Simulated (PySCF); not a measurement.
C7H11NOSi.
Z-matrix (Å and degrees, PBE0-D3(BJ)/def2-SVP geometry), rows numbered from 1:
```
C 
C   1  1.4206
C   2  1.3781  1  107.00
N   3  1.3698  2  108.51  1    -0.06
C   4  1.4451  3  124.99  2  -179.91
C   5  1.5412  4  112.45  3   116.39
O   6  1.4069  5  108.81  4   168.35
Si  7  1.6852  6  112.85  5   -26.56
C   5  1.5368  4  114.94  3  -120.24
C   4  1.3712  3  108.99  2     0.12
H   1  1.0881  2  127.07  3   179.98
H   2  1.0882  1  127.10  3   179.99
H   3  1.0884  2  130.93  1   179.91
H   5  1.1017  4  106.02  3    -0.69
H   6  1.1015  5  110.62  4   -71.23
H   6  1.1065  5  109.57  4    46.99
H   8  1.4918  7  112.01  6  -114.31
H   8  1.4916  7  110.41  6   123.96
H   9  1.1024  5  110.21  4   -44.44
H   9  1.0991  5  112.04  4    75.19
H  10  1.0879  1  130.29  2  -179.76
```

All values: PBE0/pcSseg-1 (PySCF, non-relativistic), on one gas-phase PBE0-D3(BJ)/def2-SVP geometry that isn't relaxed in the solvent. The solvent is an IEF-PCM continuum (cavity from Bondi-type radii × 1.2). The model holds no explicit solvent molecules, cavitation or dispersion.

Gas phase at PBE0/pcSseg-1: HOMO -6.18 eV, LUMO 0.29 eV, dipole 1.37 D.

Q: What does the continuum do to the energy, the frontier levels and the dipole at PBE0/pcSseg-1 in chloroform and water?

A: 
| solvent | ε | E(solvent) − E(gas) (kcal/mol) | polarisation term (kcal/mol) | distortion of the solute (kcal/mol) | HOMO (eV) | LUMO (eV) | dipole (D) |
| --- | --- | --- | --- | --- | --- | --- | --- |
| chloroform | 4.711 | -4.67 | -5.10 | 0.43 | -6.23 | 0.44 | 1.70 |
| water | 78.36 | -6.85 | -7.82 | 0.97 | -6.27 | 0.48 | 1.86 |

The polarisation term is half the interaction of the solute with the surface charges that it induces; the rest is the cost of distorting the solute's density. The sum is the electrostatic part of solvation alone. From chloroform to water the lowering changes by a factor 1.47, Onsager's factor (ε − 1)/(2ε + 1) by 1.38 and ε itself by 16.6.

Q: Which radius a makes the point-dipole formula ΔE = −[(ε − 1)/(2ε + 1)]·μ²/a³ give the value in water, with the gas-phase dipole?

A: μ = 0.538 au and |ΔE| = 0.01092 Eh give a = 1.24 Å; the farthest nucleus lies 4.23 Å from the centroid of the nuclei, so such a sphere wouldn't even hold the nuclei. The formula assumes a rigid point dipole at the centre of a sphere.

Q: Which Hirshfeld charges (PBE0/pcSseg-1) respond most in chloroform (means over atoms taken as equivalent)?

A: 
```
  atoms                  environment  gas (e)  solvent (e)  change
  C1/C2           aromatic CH carbon   -0.102       -0.114  -0.012
     O7           silyl ether oxygen   -0.240       -0.252  -0.012
H13/H21            aromatic hydrogen   +0.051       +0.059  +0.008
    H14             methine hydrogen   +0.049       +0.056  +0.007
    H20           methylene hydrogen   +0.046       +0.050  +0.004
    H19           methylene hydrogen   +0.042       +0.046  +0.004
    H16           methylene hydrogen   +0.035       +0.038  +0.003
     C9  sp3 carbon bound to silicon   -0.169       -0.166  +0.003
```

Q: Which Mayer bond orders change most in chloroform?

A: 
```tsv
bond	length (Å)	gas	solvent	change
C1–C2	1.421	1.355	1.345	-0.010
N4–C5	1.445	0.883	0.873	-0.010
O7–Si8	1.685	0.937	0.928	-0.009
C6–O7	1.407	0.908	0.900	-0.008
C3–N4	1.370	1.140	1.146	+0.006
C2–C3	1.378	1.505	1.499	-0.006
C10–C1	1.379	1.516	1.511	-0.005
Si8–C9	1.888	0.913	0.918	+0.005
```

Q: How do the nuclear quadrupole coupling constants eQVzz/h respond in chloroform?

A: 
```
  nucleus  Q (barn)  gas (MHz)  solvent (MHz)  η gas  η solvent
14N at N4   0.02044      -3.07          -2.93   0.23       0.20
17O at O7   -0.0256     -10.33         -10.25   0.49       0.49
```

Hardware: one thread of an Arm Neoverse V2, shared host. Cost: 37 s of wall time, 1.2 GiB resident at most. This is the whole shielding run at PBE0/pcSseg-1 in water, SCF included.
